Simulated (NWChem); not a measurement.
Species: C4H6O; SMILES C=C1COC1

```xyz
11

C      0.0000     0.0000    -1.9271
C      0.0000     0.0000    -0.6010
C      0.0000     1.0420     0.4981
O      0.0000     0.0000     1.5054
C      0.0000    -1.0420     0.4981
H      0.0000    -0.9259    -2.4968
H      0.0000     0.9259    -2.4968
H     -0.8943     1.6783     0.5608
H      0.8943     1.6783     0.5608
H      0.8943    -1.6783     0.5608
H     -0.8943    -1.6783     0.5608
```
Atoms are numbered in this order, from 1.

All runs: NWChem. Pople sets run with spherical d functions. The geometry was optimised at B3LYP/6-31G* (spherical d). B3LYP is NWChem's, with the RPA form of VWN correlation. Level: B3LYP/6-31G* with SMD (1 M gas to 1 M solution), gas-phase geometry.

Question: Estimate the computed values for solvent water. Quantities: solvation free energy (kcal/mol); cavity-dispersion-structure term (kcal/mol); dipole in solution (D).

Answer: 
- solvation free energy (kcal/mol) = -2.4
- cavity-dispersion-structure term (kcal/mol) = 3.3
- dipole in solution (D) = 2.13
